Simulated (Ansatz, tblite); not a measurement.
Cost and result up the ladder for `COc1ccc(-c2sc(-c3sc(-c4sc(-c5sc(-c6ccc(C(F)=C(F)F)cc6)c6c5OCCO6)c5c4OCCO5)c4c3OCCO4)c3c2OCCO3)cc1` (82 atoms). Total charge 0; singlet. Geometry: PBE-D4/def2-SVP.

```xyz
82

C     9.615   -8.408    4.445
O     9.501   -7.319    3.552
C     8.305   -6.670    3.476
C     7.159   -7.001    4.227
C     5.976   -6.268    4.070
C     5.891   -5.181    3.165
C     4.662   -4.419    2.993
S     4.524   -3.221    1.710
C     2.878   -2.787    2.150
C     2.122   -1.804    1.437
S     0.460   -1.395    1.863
C     0.338   -0.204    0.568
C    -0.859    0.534    0.308
S    -0.997    1.677   -1.024
C    -2.684    2.028   -0.660
C    -3.422    2.953   -1.473
S    -3.078    3.106   -3.187
C    -4.265    4.381   -3.424
C    -4.454    4.982   -4.733
C    -5.429    5.990   -4.965
C    -5.607    6.554   -6.228
C    -4.818    6.143   -7.332
C    -4.953    6.690   -8.678
F    -4.106    6.189   -9.611
C    -5.812    7.636   -9.138
F    -5.838    8.052  -10.395
F    -6.723    8.253   -8.393
C    -3.842    5.142   -7.106
C    -3.668    4.580   -5.844
C    -4.914    4.631   -2.210
C    -4.433    3.846   -1.114
O    -4.885    4.005    0.164
C    -5.613    5.219    0.338
C    -6.596    5.427   -0.805
O    -5.903    5.562   -2.048
C    -3.099    1.297    0.455
C    -2.071    0.475    1.001
O    -2.264   -0.330    2.089
C    -3.650   -0.549    2.360
C    -4.432    0.756    2.270
O    -4.367    1.305    0.954
C     1.543   -0.146   -0.139
C     2.535   -1.038    0.343
O     3.778   -1.133   -0.216
C     4.075   -0.016   -1.059
C     2.895    0.310   -1.969
O     1.749    0.689   -1.201
C     2.475   -3.556    3.243
C     3.466   -4.465    3.715
O     3.234   -5.290    4.785
C     2.101   -4.885    5.556
C     0.920   -4.549    4.654
O     1.235   -3.442    3.808
C     7.061   -4.864    2.422
C     8.239   -5.589    2.569
H     8.907   -9.232    4.192
H     9.437   -8.103    5.502
H    10.651   -8.786    4.351
H     7.173   -7.837    4.940
H     5.092   -6.545    4.658
H    -6.054    6.331   -4.131
H    -6.374    7.328   -6.356
H    -3.214    4.807   -7.943
H    -2.897    3.805   -5.712
H    -4.910    6.084    0.390
H    -6.144    5.136    1.306
H    -7.178    6.358   -0.666
H    -7.302    4.566   -0.857
H    -4.065   -1.288    1.636
H    -3.711   -0.977    3.380
H    -5.505    0.586    2.490
H    -4.029    1.489    3.007
H     4.326    0.872   -0.435
H     4.965   -0.296   -1.656
H     2.650   -0.575   -2.601
H     3.132    1.166   -2.630
H     1.856   -5.730    6.228
H     2.363   -3.997    6.178
H     0.653   -5.437    4.035
H     0.037   -4.252    5.253
H     7.043   -4.019    1.715
H     9.140   -5.337    1.991
```

Ansatz on 11 threads of AMD EPYC 7R13 on a shared host and a whole NVIDIA H100 80GB HBM3; xTB runs through tblite on one thread. Times are rough, summed over both states, and most runs start from the orbitals of an earlier one. PBE0-D4/def2-TZVP serves as the yardstick here, not as an exact answer. The other state is a doublet.

The xTB rows come from tblite. Single mean-field runs in def2-TZVP are fitted with def2-universal-jkfit.

Raw xTB energies of ions are shifted by several eV.

| level | functions | vertical IE (eV) | difference from PBE0-D4/def2-TZVP (eV) |
| --- | --- | --- | --- |
| PBE-D4/def2-TZVP | 1891 | 5.13 | -0.29 |
| PBE0-D4/def2-TZVP (with forces) | 1891 | 5.41 | 0.00 |
| GFN1-xTB | 294 | 11.19 | 5.78 |
| GFN2-xTB | 267 | 10.57 | 5.15 |

Estimate how long each takes.

GFN2-xTB 1.4 s; GFN1-xTB 1.5 s; PBE-D4/def2-TZVP 32 s; PBE0-D4/def2-TZVP (with forces) 58 s. On shared hardware such times vary by a factor of up to 3.
